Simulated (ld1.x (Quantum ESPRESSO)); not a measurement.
# N: one change to a TM potential, before and after

- Element: N
- Generator: ld1.x (Quantum ESPRESSO) 7.5
- Type: norm-conserving Troullier–Martins (Kleinman–Bylander form)
- Functional: revPBE
- Relativity: scalar-relativistic
- Frozen core: [He]
- Valence charge: 5
- Reference configuration: 2s2 2p2 (charge +1)
- Partial waves: 2s (bound): rc 1.10 bohr; 2p (bound): rc 1.50 bohr; 3d channel at -0.1 Ry: rc 1.55 bohr
- Local potential: all-electron potential smoothed inside 1.35 bohr (lloc = -2)
- Core correction: a·sin(br)/r model core inside 0.70 bohr

Change: core correction a·sin(br)/r model core inside 0.90 bohr.

Cutoffs: the cutoffs (Ry, on a coarse ladder) from which the occupation-weighted sum of valence levels, in a spherical-Bessel basis at the reference potential, stays within 10 and 1 mRy of its value at 400 Ry; they do not see the model core or the augmentation charge, which bear on the density cutoff. Errors are all-electron minus pseudo energies relative to the spin-unpolarised reference configuration.

Question: Predict the effect on cutoff, ghosts and configuration errors.

Answer: The potential gets neither clearly harder nor softer (55 Ry and 110 Ry → 55 Ry and 110 Ry); of the 7 tests that both files solve, the error grows in 7 and shrinks in 0 by more than 15 % and 0.3 meV (median size 15.7 → 20.7 meV); neither file shows a bound ghost. A wider model core is smoother and lowers the density cutoff, which this test does not measure.

```csv
quantity,base,changed
"cutoff, loose",55 Ry,55 Ry
"cutoff, tight",110 Ry,110 Ry
bound ghosts,none,none
"error for 2s2 2p3, meV [ΔE -13.54 eV]",+1.6,+2.7
"error for 2s2 2p1, meV [ΔE 28.79 eV]",+32,+38
"error for 2s2 2p0, meV [ΔE 75.76 eV]",+297,+350
"error for 2s2 2p2.5, meV [ΔE -8.47 eV]",+1.5,+2.0
"error for 2s1 2p3, meV [ΔE 11.88 eV]",+16,+21
"error for 2s2 2p3.3, meV [ΔE -15.14 eV]",+0.1,+1.5
"error for 2s1 2p4, meV [ΔE -1.94 eV]",+45,+52
s: phases at 1.71 bohr within 0.05 rad from the reference energy up to (Ry; the scan ends near 5),2.6,2.6
p: phases at 1.71 bohr within 0.05 rad from the reference energy up to (Ry; the scan ends near 5),2.6,2.6
d: phases at 1.71 bohr within 0.05 rad from the reference energy up to (Ry; the scan ends near 5),to the end of the scan,to the end of the scan
```
